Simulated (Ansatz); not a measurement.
Calculated with Ansatz (gas phase, PBE0-D4/def2-TZVP geometries, no zero-point term in ΔE). CCSD(T)/CBS is the MP2 limit (def2-TZVPP, def2-QZVPP) plus CCSD(T) − MP2 in def2-TZVPP, frozen cores. This one scheme is used for every species. DFT in def2-TZVPP. B3LYP here is the variant with VWN-RPA as its local correlation; programs differ in this. For Ge outer-core shells are correlated without core-valence functions, which leaves a few kJ/mol of doubt a bond. Scalar relativity is left out up to krypton. Each species was taken in one conformer, which may not be the lowest.

`N[BH][GeH]([OH])[F]` + `[SiH3]S` → `[OH][GeH]([F])[S][SiH3]` + `BN`  (cleavage of the Ge–B bond)

`N[BH][GeH]([OH])[F]`:

Z-matrix (Å, degrees):
```
Ge
B 1 2.067
F 1 1.767 2 101.6
O 1 1.774 2 115.5 3 -114.3
H 1 1.535 2 123.4 3 117.3
N 2 1.379 1 114.3 3 0.4
H 2 1.195 1 125.1 3 179.6
H 4 0.960 1 112.9 2 38.0
H 6 1.008 2 123.7 1 179.5
H 6 1.009 2 122.1 1 -1.0
```

`[SiH3]S`:

Z-matrix (Å, degrees):
```
Si
S 1 2.137
H 1 1.485 2 111.6
H 1 1.485 2 111.6 3 -122.0
H 1 1.482 2 104.8 3 119.0
H 2 1.344 1 94.7 3 60.9
```

`[OH][GeH]([F])[S][SiH3]`:

Z-matrix (Å, degrees):
```
Ge
F 1 1.739
S 1 2.184 2 111.1
O 1 1.764 2 104.1 3 116.1
H 1 1.529 2 106.5 3 -123.1
Si 3 2.154 1 98.1 2 84.7
H 4 0.962 1 111.8 2 18.8
H 6 1.482 3 110.8 1 -47.4
H 6 1.483 3 103.7 1 -165.5
H 6 1.480 3 111.5 1 76.4
```

`BN`:

Z-matrix (Å, degrees):
```
B
N 1 1.385
H 1 1.197 2 119.0
H 1 1.197 2 119.0 3 -180.0
H 2 1.006 1 123.2 3 -0.0
H 2 1.006 1 123.2 3 180.0
```

Problem. Is it downhill or uphill in electronic energy at CCSD(T)/CBS, and by how much? (Estimate.)

Solution. Computed: Downhill: ΔE = -13.1 kcal/mol.

Problem. What do these levels give: PBE0-D4, B3LYP-D4, B3LYP, HF/def2-TZVPP, MP2/def2-TZVPP, SCS-MP2/def2-TZVPP, CCSD/def2-TZVPP, CCSD(T)/def2-TZVPP, HF/def2-QZVPP, MP2/def2-QZVPP, SCS-MP2/def2-QZVPP, HF/CBS(def2)? (An estimate is asked.)

Solution. Ansatz gave: PBE0-D4 -13.0, B3LYP-D4 -13.3, B3LYP -11.7, HF/def2-TZVPP -15.7, MP2/def2-TZVPP -15.0, SCS-MP2/def2-TZVPP -14.4, CCSD/def2-TZVPP -13.0, CCSD(T)/def2-TZVPP -13.2, HF/def2-QZVPP -15.8, MP2/def2-QZVPP -15.0, SCS-MP2/def2-QZVPP -14.4, HF/CBS(def2) -15.8 kcal/mol.

Largest T1 diagnostic among the species: 0.013.

The D4 term adds −1.6 kcal/mol with B3LYP and −0.9 kcal/mol with PBE0; it sums over pairs of atoms, weighted by their polarisabilities, and B3LYP, whose exchange is more repulsive, gets the larger term. From PBE to PBE0 (25 % exact exchange), in def2-TZVPP and without D4, ΔE moves by −1.3 kcal/mol.
